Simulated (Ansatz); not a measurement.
(BeSe)6 prism (Be6Se6). Total charge 0; singlet. Geometry r2SCAN-D4/def2-SVP; atoms count from 1.

```xyz
12

Be   -0.107   -1.430    1.358
Se   -1.828   -0.234    1.934
Be   -1.742    0.925    0.097
Se   -1.717    0.388   -2.009
Be   -0.020   -0.944   -1.737
Se    0.368   -2.615   -0.402
Be    1.742   -0.925   -0.097
Se    1.717   -0.388    2.009
Be    0.020    0.944    1.737
Se   -0.367    2.615    0.402
Be    0.107    1.430   -1.358
Se    1.828    0.234   -1.934
```

Question: Estimate the Mulliken populations from the PBE0/def2-TZVP orbitals of Ansatz.

Answer: 
| atom | charge (e) |
| --- | --- |
| Be1 | 0.12 |
| Se2 | -0.12 |
| Be3 | 0.12 |
| Se4 | -0.12 |
| Be5 | 0.12 |
| Se6 | -0.12 |
| Be7 | 0.12 |
| Se8 | -0.12 |
| Be9 | 0.12 |
| Se10 | -0.12 |
| Be11 | 0.12 |
| Se12 | -0.12 |
Mulliken values depend strongly on the basis.

Question: And the Mayer bond orders between heavy atoms (over 0.3)?

Answer: Be1–Se2 0.83 (2.17 Å); Be1–Se6 0.83 (2.17 Å); Be1–Se8 0.76 (2.20 Å); Se2–Be3 0.83 (2.17 Å); Se2–Be9 0.76 (2.20 Å); Be3–Se4 0.83 (2.17 Å); Be3–Se10 0.76 (2.20 Å); Se4–Be5 0.83 (2.17 Å); Se4–Be11 0.76 (2.20 Å); Be5–Se6 0.83 (2.17 Å); Be5–Se12 0.76 (2.20 Å); Se6–Be7 0.76 (2.20 Å); Be7–Se8 0.83 (2.17 Å); Be7–Se12 0.83 (2.17 Å); Se8–Be9 0.83 (2.17 Å); Be9–Se10 0.83 (2.17 Å); Se10–Be11 0.83 (2.17 Å); Be11–Se12 0.83 (2.17 Å).
